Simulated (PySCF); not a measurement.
## Correlation energy of Ga⁺ (gallium, charge +1)

[Ar] 3d10 4s2, closed-shell 1S. Calculation: PySCF 2.14, in cc-pVDZ-DK (5s4p2d, 27 functions); scalar relativity by spin-free X2C-1e. Frozen: [Ar] 3d10; 2 electrons correlated.

Total MP2 correlation energy: -23.45 mhartree.

Same-spin part 0.00 and opposite-spin part -23.45 mhartree; SCS-MP2 scales them by 1/3 and 6/5 to -28.13 mhartree.

With two correlated electrons CCSD is exact within the correlated space (frozen core and kept virtual orbitals).

```csv
level,correlation energy (mhartree)
CCSD,-35.62
```

Diagnostics: T1 = 0.0051, D1 = 0.0072, largest double amplitude 0.098.

Problem. Is a single reference adequate?

Solution. Mostly. T1 lies below 0.03, but a double amplitude of this size points to a near-degeneracy that CCSD handles and MP2 describes poorly.
